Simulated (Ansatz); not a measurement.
Consider the ligand exchange at the Si–O bond: `CB(F)O[SiH3]` + `C[O][Mg][OH]` → `C[O][Mg][O][SiH3]` + `CB(O)F`.

Program: Ansatz. Geometries: PBE0-D4/def2-TZVP. ΔE: electronic, gas phase. CBS: MP2 limit from def2 TZ/QZ plus the TZ coupled-cluster correction, frozen cores. DFT in def2-TZVPP. For Mg outer-core shells are correlated without core-valence functions, which leaves a few kJ/mol of doubt a bond. Each species was taken in one conformer, which may not be the lowest.

`CB(F)O[SiH3]`:

```xyz
11

C     0.466   -0.784   -1.861
B     0.242    0.138   -0.623
F     0.553    1.441   -0.714
O    -0.254   -0.307    0.552
Si   -0.575    0.469    1.983
H     1.515   -0.756   -2.169
H    -0.109   -0.414   -2.716
H     0.183   -1.819   -1.670
H     0.671    1.048    2.543
H    -1.115   -0.557    2.903
H    -1.579    1.541    1.772
```

`C[O][Mg][OH]`:

```xyz
8

C    -1.203   -0.175    1.252
O    -0.247   -0.043    0.271
Mg    0.982    0.120   -0.973
O     2.268    0.244   -2.176
H    -0.823   -0.733    2.120
H    -2.091   -0.712    0.886
H    -1.547    0.802    1.621
H     2.661    0.497   -3.001
```

`C[O][Mg][O][SiH3]`:

Cartesian coordinates in Å:
```
C 2.141 -2.470 0.021
O 1.237 -1.430 0.012
Mg 0.093 -0.104 0.001
O -1.076 1.250 -0.010
Si -2.136 2.463 -0.021
H 2.072 -3.075 -0.894
H 3.176 -2.108 0.094
H 1.973 -3.146 0.871
H -3.043 2.404 1.163
H -1.447 3.787 0.007
H -2.991 2.428 -1.244
```

`CB(O)F`:

```xyz
8

C    -0.200   -0.775   -0.633
B     0.084    0.296    0.462
O     0.368    1.583    0.155
F     0.051   -0.049    1.760
H    -1.192   -1.214   -0.486
H    -0.144   -0.367   -1.642
H     0.513   -1.601   -0.549
H     0.520    2.127    0.933
```

| level | ΔE (kJ/mol) |
| --- | --- |
| PBE0 | -40.4 |
| MP2/def2-TZVPP | -40.1 |

Question: What does CCSD(T)/CBS give? (Estimate.)

Answer: The calculation gave: -40.6 kJ/mol. The listed levels differ from it by 0.2, 0.5 kJ/mol.

Largest T1 diagnostic among the species: 0.012.

Leaving LDA and LC-ωPBE aside and taking each functional with its dispersion term where it has one, the values, not all of them listed here, spread over 8.0 kJ/mol, from B97M-V to BLYP-D4. At CCSD(T), def2-SVP lies −7.2 kJ/mol from the extrapolated value and def2-TZVPP −0.5 kJ/mol.
